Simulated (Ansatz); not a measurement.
An input meant for the cluster H2Au2 (charge 0, singlet).

```yaml
crystal:
  periodic: [false, false, false]
  atoms:
    - {symbol: Au, position_ang: [0.610957, 1.150781, 0.160035]}
    - {symbol: Au, position_ang: [-3.118000, -2.278068, 0.716552]}
    - {symbol: H, position_ang: [-0.361140, -1.953569, -0.637706]}
    - {symbol: H, position_ang: [2.868183, 3.080875, -0.238882]}
basis:
  gaussian: {orbitals: def2-SVP}
magnetization: {spin_polarized: true, initial_magnetization: 0}
hamiltonian: {xc: {name: PBE-QIDH}, pseudopotentials: {relativity: scalar}}
output: {forces: true}
```

```sh
$ ansatz run in.yaml --threads 4 --pin off --events-out ev --progress --plain --max-ram 3916MiB
```

Output, abridged:

```
Functional definition: PBE-QIDH
754 factors; integrals over basis functions are off by at most 3.5e-4 eV
mean field evaluation 1: about -7382.1177 eV, gradient 2.8e1 eV
mean field evaluation 2: about -7382.1177 eV, gradient 2.8e1 eV
mean field evaluation 4: about -7391.0294 eV, gradient 8.4e0 eV
mean field evaluation 8: about -7391.7185 eV, gradient 2.9e-1 eV
mean field evaluation 16: about -7391.7199 eV, gradient 3.1e-4 eV
mean field evaluation 32: about -7394.2160 eV, gradient 2.8e-1 eV
mean field evaluation 64: about -7371.5365 eV, gradient 1.2e1 eV
mean field evaluation 96: about -7383.2983 eV, gradient 8.1e0 eV
mean field evaluation 128: about -7369.3736 eV, gradient 1.3e1 eV
mean field evaluation 160: about -7394.2152 eV, gradient 7.0e-5 eV
mean field evaluation 192: about -7394.2149 eV, gradient 6.4e-2 eV
mean field evaluation 224: about -7394.1505 eV, gradient 9.7e-6 eV
mean field evaluation 256: about -7393.9006 eV, gradient 7.9e-3 eV
mean field evaluation 288: about -7357.2872 eV, gradient 3.8e1 eV
mean field -7394.21520449 eV, -271.7323967859 hartree, gradient 4.8e-6 eV, S^2 1.840057; 9 other end points of the search recorded, 0 dependent functions left out
reference -7394.21522169 eV, -271.7323974180 hartree; 20, 20 occupied and 54, 54 virtual orbitals, 754 factors
second order -19.98783765 eV of doubles, -0.00000000 eV of singles
Total energy: -7400.87783424 eV, -271.9772439131 hartree
Relativity: scalar
Atom 0 at     0.610957     1.150781     0.160035 Å, force     0.192697     0.078212    -0.070974 eV/Å
Atom 1 at    -3.118000    -2.278068     0.716552 Å, force     0.237476     0.035781    -0.113317 eV/Å
Atom 2 at    -0.361140    -1.953569    -0.637706 Å, force    -0.191157     0.090249     0.141992 eV/Å
Atom 3 at     2.868183     3.080875    -0.238882 Å, force    -0.239016    -0.204242     0.042299 eV/Å
Dipole moment:    -0.070925    -0.022940     0.028617 e Å
```

In this input the coordinates are in bohr but typed as ångström. The run converged. The result belongs to that input, not to the species as meant.

In the def2 sets Au takes a core potential; there is no spin–orbit coupling. Correlated methods freeze no core orbitals; core or outer-core shells of Au are correlated, in sets that lack core-valence functions. The unrestricted singlet has broken spin symmetry (⟨S²⟩ up to 1.84).
